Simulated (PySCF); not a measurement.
Predicted microwave data (PBE0-D3(BJ)/def2-SVP geometry optimisation, gas phase (PySCF 2.14.0)) for one isomer of C6H7F3Si:

* Rotational constants: A = 3293, B = 393.0, C = 384.0 MHz
* Dipole components: |μa| = 3.31 D, |μb| = 0.00 D, |μc| = 0.26 D
* Inertial defect: -123.39 u·Å²
* κ: -0.99

Problem. Which candidate fits, each taken in the one conformer that was computed?
A. `[CH:1]#[C:2][Si@@H:3]1[CH2:4][CH2:5][C@@H:6]1[C:7]([F:8])([F:9])[F:10]` with C2–Si3–C4–C5 -133°, Si3–C4–C5–C6 20°, C4–C5–C6–C7 97°, C2–Si3–C6–C5 135°
B. `[CH:1]#[C:2][Si@@H:3]1[CH2:4][CH2:5][C@H:6]1[C:7]([F:8])([F:9])[F:10]` with C2–Si3–C4–C5 -93°, Si3–C4–C5–C6 -19°, C4–C5–C6–C7 -97°, C2–Si3–C6–C5 97°
C. `[F:1][C:2]([F:3])([F:4])[CH2:5][C:6]1=[CH:7][CH:8]=[CH:9][SiH2:10]1` with C2–C5–C6–C7 139°
D. `CC1=C(C(F)(F)F)C=C[SiH2]1`
E. `[F:1][C:2]([F:3])=[C:4]([F:5])/[CH:6]=[CH:7]/[C@@H:8]1[CH2:9][SiH2:10]1` with C2–C4–C6–C7 -179°, C6–C7–C8–C9 -150°
F. `[F:1][C:2]([F:3])([F:4])[C:5]#[C:6][CH:7]1[CH2:8][SiH2:9][CH2:10]1` with C6–C7–C8–Si9 -148°, C7–C8–Si9–C10 19°, C8–Si9–C10–C7 -19°, C6–C7–C10–Si9 148°

Solution. F. It is FC(F)(F)C#CC1C[SiH2]C1. The candidates at the same level (rigid rotor, commonest isotopes):

```csv
SMILES,A (MHz),B (MHz),C (MHz),μa (D),μb (D),μc (D),Δ (u·Å²),point group,rotor
FC(F)(F)CC1=CC=C[SiH2]1,2571,683.6,609.3,1.54,1.45,0.86,-106.46,C1,near-prolate asymmetric top
C#C[Si@@H]1CC[C@H]1C(F)(F)F,2115,721.9,654.3,2.45,0.71,0.94,-166.66,C1,near-prolate asymmetric top
CC1=C(C(F)(F)F)C=C[SiH2]1,1906,868.9,674.0,1.86,0.47,0.01,-96.93,near Cs,asymmetric top
C#C[Si@@H]1CC[C@@H]1C(F)(F)F,1543,1026,745.7,1.39,1.30,0.33,-142.23,C1,asymmetric top
FC(F)(F)C#CC1C[SiH2]C1,3293,393.0,384.0,3.31,0.00,0.26,-123.39,–,–
FC(F)=C(F)/C=C/[C@@H]1C[SiH2]1,3152,390.5,368.7,2.37,0.83,0.05,-83.75,C1,near-prolate asymmetric top
```

`FC(F)=C(F)/C=C/[C@@H]1C[SiH2]1` has A 4 % too low; `C#C[Si@@H]1CC[C@@H]1C(F)(F)F` has B 161 % too high; `CC1=C(C(F)(F)F)C=C[SiH2]1` has B 121 % too high; `FC(F)(F)CC1=CC=C[SiH2]1` has B 74 % too high; `C#C[Si@@H]1CC[C@H]1C(F)(F)F` has B 84 % too high. No structure here is proved a minimum.
